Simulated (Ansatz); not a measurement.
`N=[C]1[CH2][GeH2]1`, relaxed with RKS PBE-D4/def2-SVP in the Gaussian-basis code of Ansatz from a rough embedded geometry. The force threshold is 0.03 eV/Å; the program also tests the step.

Total charge 0; spin multiplicity 1.

Start:

```xyz
9

N    -0.207   -1.583   -1.173
C    -0.091   -0.592   -0.459
C     0.307    0.783   -0.284
Ge   -0.161    0.385    1.344
H     0.001   -1.585   -2.209
H     1.410    0.960   -0.408
H    -0.342    1.552   -0.801
H     0.826   -0.371    2.265
H    -1.744    0.450    1.726
```

```csv
step,energy (eV),largest force (eV/Å),largest move (Å)
1,-60137.1162,5.170,0.000
2,-60137.9392,2.496,0.106
3,-60138.3601,0.759,0.197
4 (rejected),-60138.3531,0.837,0.200
5,-60138.4198,0.300,0.100
6,-60138.4271,0.110,0.032
7,-60138.4279,0.025,0.007
```

End:

```xyz
9

N    -0.237   -1.638   -1.237
C    -0.108   -0.656   -0.449
C     0.333    0.775   -0.386
Ge   -0.304    0.031    1.374
H     0.071   -1.361   -2.195
H     1.415    0.972   -0.518
H    -0.301    1.519   -0.907
H     0.786   -0.211    2.436
H    -1.655    0.569    1.883
```

Run time 11 s (2 threads of an AMD EPYC 7B13 on a shared host); peak host memory 0.16 GiB.
